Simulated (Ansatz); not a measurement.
Born–Oppenheimer molecular dynamics of Cl$_{2}$FGeH (5 atoms, charge 0, multiplicity 1). It goes on from the last frame of an earlier run, with new velocities.

The calculation used RKS revPBE/def2-SVP (Ansatz 0.2.0).

| Item | Value |
| --- | --- |
| ensemble | NVE (velocity Verlet) |
| time step | 0.5 fs |
| steps asked | 100 |
| starting velocities drawn for | 500 K |
| masses | H 3.016 u |
| seed | 240902 |

First frame:

```xyz
5
Properties=species:S:1:pos:R:3
Ge 0.021 0.028 -0.023
F 0.029 -0.152 1.724
H 1.534 0.068 -0.454
Cl -1.077 1.704 -0.802
Cl -1.068 -1.681 -0.715
```

(1) How far do the bonds stretch over the last three quarters of this one trajectory? (Pairs bonded in most of those frames.)

Answers

(1) 
| bond | mean (Å) | spread (Å) | shortest | longest |
| --- | --- | --- | --- | --- |
| Ge1–F2 | 1.762 | 0.020 | 1.72 | 1.78 |
| Ge1–H3 | 1.535 | 0.058 | 1.47 | 1.63 |
| Ge1–Cl4 | 2.174 | 0.004 | 2.16 | 2.18 |
| Ge1–Cl5 | 2.238 | 0.050 | 2.12 | 2.29 |

Mean temperature of the second half: 397 K. The conserved energy stayed within 0.041 meV per atom of its start (net change -0.001 meV per atom), so the integration is sound. A run of 0.05 ps of so small a system gives no equilibrium averages.

The run took 3.3 min on 1 thread of Arm Neoverse V2, on a shared host, peak memory 0.12 GiB.
